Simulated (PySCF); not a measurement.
H₄Se₃Si, SMILES [SeH][SiH]([SeH])[SeH]. Geometry optimised at B3LYP-D3(BJ)/def2-SVP. Other conformers were not sampled.

Computed equilibrium geometry at B3LYP-D3(BJ)/def2-SVP (PySCF confirms it by a frequency run) as bond lengths and angles (one conformer of several):
Atoms: Si1 Se2 Se3 Se4 H5 H6 H7 H8. Bonds (Å): Si1–Se2 2.297, Si1–Se3 2.293, Si1–Se4 2.294, Si1–H5 1.487, Se2–H6 1.478, Se3–H7 1.476, Se4–H8 1.479. Bond angles (°): Se2–Si1–Se3 115.6, Se2–Si1–Se4 106.0, Se2–Si1–H5 110.4, Se3–Si1–Se4 107.7, Se3–Si1–H5 103.7, Se4–Si1–H5 113.6, Si1–Se2–H6 93.2, Si1–Se3–H7 92.7, Si1–Se4–H8 93.6.
Charge 0, spin multiplicity 1.
